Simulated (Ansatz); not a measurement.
Cost and result up the ladder for the cluster Ge6N (7 atoms). Total charge 0; doublet. Geometry: PBE-D4/def2-SVP.

| atom | x (Å) | y (Å) | z (Å) |
| --- | --- | --- | --- |
| N1 | 0.1876 | 0.8255 | -0.8869 |
| Ge2 | 1.6455 | -0.8672 | 1.3227 |
| Ge3 | -0.8036 | -0.9173 | -1.2615 |
| Ge4 | -1.6361 | 1.4968 | -1.1669 |
| Ge5 | -0.7937 | 0.3892 | 1.1225 |
| Ge6 | 1.6122 | 1.4683 | 0.2005 |
| Ge7 | -0.2120 | -2.3954 | 0.6697 |

Ansatz on 6 threads of Intel Xeon on a shared host. Times are rough, and most runs start from the orbitals of an earlier one. PBE0-D4/def2-TZVP serves as the yardstick here, not as an exact answer. Differences are given only for rows in sets of like size (and for xTB, whose basis is part of the method), since another set adds its own error. Binding counts from free atoms at the same level (N quartet, Ge triplet; other spins of the atoms weren't run), without zero-point energy or a counterpoise term.

Correlated methods freeze 55 core orbitals; core or outer-core shells of Ge are correlated, in sets that lack core-valence functions. The rows differ in basis, and correlated rows in double-zeta sets carry the largest basis error. The structure comes from a short search, and lower isomers may exist.

Correlated methods converge slowly with the basis, most of all in double-zeta sets.

```json
{"level": "PBE-D4/def2-SVP", "functions": "206", "wall time": "5 s"}
{"level": "PBE-D4/def2-TZVP (with forces)", "functions": "319", "wall time": "12 s"}
{"level": "PBE0-D4/def2-SVP", "functions": "206", "wall time": "12 s"}
{"level": "r2SCAN-D4/def2-TZVP", "functions": "319", "wall time": "23 s"}
{"level": "MP2/def2-SVP", "functions": "206", "wall time": "27 s"}
{"level": "r2SCANh-D4/def2-TZVP", "functions": "319", "wall time": "37 s"}
{"level": "PBE0-D4/def2-TZVP", "functions": "319", "wall time": "37 s"}
```

(1) Estimate what each level gives for the binding energy per atom (eV).

Answers

(1) 
| level | binding energy per atom (eV) | difference from PBE0-D4/def2-TZVP (eV) | remarks |
| --- | --- | --- | --- |
| PBE-D4/def2-SVP | 3.31 | – | – |
| PBE-D4/def2-TZVP (with forces) | 3.32 | 0.22 | – |
| PBE0-D4/def2-SVP | 3.08 | – | – |
| r2SCAN-D4/def2-TZVP | 3.15 | 0.05 | – |
| MP2/def2-SVP | 2.86 | – | spin-contaminated (⟨S²⟩ 0.89) |
| r2SCANh-D4/def2-TZVP | 3.07 | -0.03 | – |
| PBE0-D4/def2-TZVP | 3.10 | 0.00 | – |
